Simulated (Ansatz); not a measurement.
Total energies of `[OH][Ga]1[BH][Al]([F])[CH2]1`.

```xyz
10

O    -0.065    0.314    2.835
Ga    0.194    0.531    1.091
B     1.073    1.349   -0.512
Al    0.734   -0.281   -1.700
F     1.224   -1.104   -3.042
C    -0.665   -0.645   -0.388
H    -0.780   -0.293    3.042
H     0.440    2.322   -0.846
H    -0.418   -1.605    0.094
H    -1.736   -0.589   -0.574
```

Charge 0, multiplicity 1. Correlated methods include outer-core shells of Ga, which these sets cover unevenly. Scalar relativity is left out up to krypton. The structure was optimised at the PBE0-D4/def2-TZVP level. It is one conformer, not always the lowest. Basis def2-TZVPP, Ansatz 0.2.0.

RPA on PBE orbitals: Hartree–Fock energy of these orbitals -2404.38940 Eh, correlation -1.66961 Eh (frozen core).

```csv
functional,kind,energy without D4 (Eh),D4 term (kJ/mol)
LDA (SPW92),LDA,-2401.96413,–
PBE,GGA,-2407.16530,-23.7
revPBE,GGA,-2407.58882,-60.6
B97M-V,meta-GGA with VV10,-2407.38729,–
B3LYP,"global hybrid, 20 %",-2407.93566,-38.7
BHLYP,"global hybrid, 50 %",-2407.71836,-34.4
CAM-B3LYP,range-separated hybrid,-2407.89206,-21.0
LC-ωPBE,long-range corrected hybrid,-2407.37168,–
ωB97X-V,range-separated hybrid GGA with VV10,-2407.56286,–
B2PLYP,double hybrid,-2407.21782,–
```

(1) Give the same for BLYP, r2SCAN, PBE0, r2SCANh, r2SCAN0, HSE06 (plane-wave form), ωB97M-V, PBE-QIDH. (An estimate is asked.)

B3LYP takes the VWN-RPA correlation (the form of Gaussian; ORCA's B3LYP/G). HSE06 is the plane-wave form, built on full-range PBE exchange. The double hybrids freeze the cores in their second-order part.

Answers

(1) The calculation gave: 
| functional | kind | energy without D4 (Eh) | D4 term (kJ/mol) |
| --- | --- | --- | --- |
| BLYP | GGA | -2407.88253 | -50.4 |
| r2SCAN | meta-GGA | -2407.70816 | -5.5 |
| PBE0 | global hybrid, 25 % exact exchange | -2407.23246 | -20.2 |
| r2SCANh | meta-GGA hybrid, 10 % | -2407.68116 | -6.0 |
| r2SCAN0 | meta-GGA hybrid, 25 % | -2407.64280 | -6.8 |
| HSE06 (plane-wave form) | screened hybrid | -2407.21461 | -19.2 |
| ωB97M-V | range-separated hybrid meta-GGA with VV10 | -2407.66322 | – |
| PBE-QIDH | double hybrid | -2406.77504 | – |

LC-ωPBE has ω = 0.4 bohr⁻¹.
